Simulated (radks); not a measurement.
Values are calculated unless marked as measured or tabulated.
Q: Pr4+, 55 electrons, occupied as [Xe] 4f1. Code: a radial shooting solver on a logarithmic mesh with Libxc functionals. Model: Dirac Kohn-Sham, PBE, spin-unpolarised, spherical densities, finite nucleus; open shells are shared between the two j in proportion to 2j + 1; Fermi nuclear charge, rms radius 4.8919 fm. Some entries of the table are withheld. Estimate them.

orbital,occ.,eigenvalue (eV),<r^2> (bohr^2),<r> (bohr)
1s1/2,2,-41824.43,0.0007896,0.02409
2s1/2,2,-6769.088,0.01248,0.1026
2p1/2,2,-6400.262,(1),0.08606
2p3/2,4,-5918.146,(2),0.09237
3s1/2,2,-1502.674,0.08468,0.2720
3p1/2,2,-1345.798,0.07964,0.2618
3p3/2,4,-1250.314,0.08708,0.2740
3d3/2,4,-976.4845,(3),0.2453
3d5/2,6,-955.9210,(4),0.2491
4s1/2,2,-339.8050,0.4332,0.6196
4p1/2,2,-280.8922,0.4604,0.6364
4p3/2,4,-260.0221,0.5001,0.6634
4d3/2,4,-163.0348,(5),0.7111
4d5/2,6,-159.3156,(6),0.7205
5s1/2,2,-80.8893,2.281,1.428
5p1/2,2,-63.7404,2.750,1.565
5p3/2,4,-60.2476,2.982,1.630
4f5/2,0.428571,(7),1.073,0.9281
4f7/2,0.571429,(8),1.089,0.9349

A: 
(1) 2p1/2 <r^2> (bohr^2): 0.009133
(2) 2p3/2 <r^2> (bohr^2): 0.01039
(3) 3d3/2 <r^2> (bohr^2): 0.07098
(4) 3d5/2 <r^2> (bohr^2): 0.07309
(5) 4d3/2 <r^2> (bohr^2): 0.5856
(6) 4d5/2 <r^2> (bohr^2): 0.6010
(7) 4f5/2 eigenvalue (eV): -48.7756
(8) 4f7/2 eigenvalue (eV): -48.3237
